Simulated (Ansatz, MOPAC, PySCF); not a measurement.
Species: GaBr, net charge 0, singlet state. SMILES: [Ga][Br]
Structure (B3LYP-D3(BJ)/def2-TZVP (Ansatz, a first-principles code) minimum search):
```xyz
2

Ga     0.0000     0.0000    -1.2726
Br     0.0000     0.0000     1.1272
```

Property: vertical electron affinity to the doublet, in eV. Set-up: non-relativistic; spin-orbit terms left out; LANL2DZ with its own core potentials from Na on; valence correlation only (noble-gas shells and the d and f shells of earlier blocks); open shells spin-unrestricted; each state is the SCF solution reached for its charge and spin; six Cartesian d functions in 6-31G* and its kin unless marked 5d; PM7 with its own dispersion and hydrogen-bond terms. First-principles rows: single points at B3LYP-D3(BJ) geometries (Ansatz). Semi-empirical rows: differences of heats of formation at the shared geometry for vertical values.

```csv
level,program,vertical electron affinity to the doublet (eV)
PM6,MOPAC,0.80
PM7,MOPAC,-0.26
HF/LANL2DZ,Ansatz,-0.32
PBE/6-31G*,Ansatz,0.04
B3LYP/3-21G,Ansatz,-0.19
B3LYP/LANL2DZ,Ansatz,0.00
B3LYP/6-31G*,Ansatz,0.06
M06-2X/LANL2DZ,PySCF,-0.11
MP2/LANL2DZ,Ansatz,-0.53
PBE/def2-TZVPD,Ansatz,0.13
B3LYP/def2-TZVPD,Ansatz,0.15
PBE0/def2-TZVPD,Ansatz,0.19
```

No value to compare with is used here. The 9 habitual levels span -0.53 (MP2/LANL2DZ) to 0.80 eV (PM6); PBE/def2-TZVPD gives 0.13.

The levels are drawn from those run, B3LYP/6-31G* more often than the rest, none by its result; runs whose electronic state is in doubt are left out.
